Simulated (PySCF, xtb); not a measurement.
C₃H₇ClSi, SMILES Cl[SiH2]C1CC1. Other conformers were not sampled.

Harmonic wavenumbers (cm⁻¹) from xtb with GFN2-xTB at its own minimum, in rising order: 32, 119, 249, 266, 485, 508, 575, 676, 712, 782, 809, 847, 957, 1003, 1028, 1071, 1074, 1105, 1157, 1245, 1348, 1449, 1490, 2250, 2273, 3022, 3083, 3085, 3087, 3102.

What does PySCF with PBE0-D3(BJ)/def2-SVP give at its own minimum? (An estimate is asked for; the answer gives what the named calculation found.)

57, 120, 228, 288, 544, 576, 670, 720, 797, 824, 875, 928, 947, 960, 1037, 1065, 1081, 1118, 1179, 1225, 1323, 1441, 1495, 2238, 2251, 3143, 3148, 3172, 3237, 3247. Paired by order, the mean absolute difference is 46 cm⁻¹ and the zero-point energies are 55.6 and 57.1 kcal/mol.
